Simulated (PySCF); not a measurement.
# SbS⁺: from constants to spectrum

RHF-CCSD(T) constants of SbS⁺, ¹Σ⁺ (singlet), closed shell (basis Sb cc-pVDZ-PP with ECP28, S cc-pV(D+d)Z; scalar-relativistic core potentials; PySCF 2.14; masses 120.9038 and 31.9721 u):

- ωe: 512.3 cm⁻¹
- ωexe: 1.73 cm⁻¹
- Be: 0.13883 cm⁻¹
- αe: 0.000554 cm⁻¹
- De to Sb⁺ + S: 4.40 eV

(1) What force constant and bond length do these constants imply?

(2) Estimate the centrifugal constant D from the Kratzer relation and find the Dunham coefficient a1.

Correlated steps freeze 9 core orbitals. Correlated levels converge slowly with the basis: in double zeta they bind strong bonds too weakly, by up to about 1 eV, and carry superposition errors of some tenths. Spin–orbit coupling is left out, which matters for elements this heavy, above all for dissociation energies. For an ion De counts to the pair picked by the measured ionisation energies or electron affinities, which need not be the lowest pair at this level. Where the molecule has an RHF reference, its open-shell atoms are computed with UHF. The CCSD T1 diagnostic is raised, a sign that a single reference may not be enough here.

Results:

(1) Reduced mass μred = 25.286 u; k = 5.8918×10⁻⁷·μred·ωe² (u, cm⁻¹, mdyn/Å) = 3.91 mdyn/Å; Re = √(16.8576/(μred·Be)) (u, cm⁻¹, Å) = 2.191 Å.

(2) D = 4Be³/ωe² = 4.08e-08 cm⁻¹; a1 = −1 − αeωe/(6Be²) = -3.45.
